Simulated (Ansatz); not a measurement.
Reaction (redistribution): `CN(C)B(O)Br` + `[SiH3][O][Mg][SH]` → `OB(Br)O[SiH3]` + `C[N](C)[Mg][SH]`

Calculated with Ansatz (gas phase, PBE0-D4/def2-TZVP geometries, no zero-point term in ΔE). CCSD(T)/CBS adds triple-zeta CCSD(T) − MP2 to the extrapolated MP2 energy (def2 sets, frozen cores). DFT in def2-TZVPP. For Br, Mg outer-core shells are correlated without core-valence functions, which leaves a few kJ/mol of doubt a bond. Scalar relativity is left out up to krypton. Each species was taken in one conformer, which may not be the lowest.

(1) Is it downhill or uphill in electronic energy at CCSD(T)/CBS, and by how much? (An estimate is asked.)

(2) What do these levels give: B2PLYP, r2SCAN, PBE0, HF/def2-TZVPP, SCS-MP2/def2-TZVPP, CCSD/def2-TZVPP? (Estimate.)

Largest T1 diagnostic among the species: 0.011.

## Answers

(1) Ansatz gave: Uphill: ΔE = +104.6 kJ/mol.

(2) The calculation gave: B2PLYP 99.9, r2SCAN 98.8, PBE0 98.2, HF/def2-TZVPP 99.5, SCS-MP2/def2-TZVPP 102.5, CCSD/def2-TZVPP 100.7 kJ/mol.

From PBE to PBE0 (25 % exact exchange), in def2-TZVPP and without D4, ΔE moves by +4.9 kJ/mol.
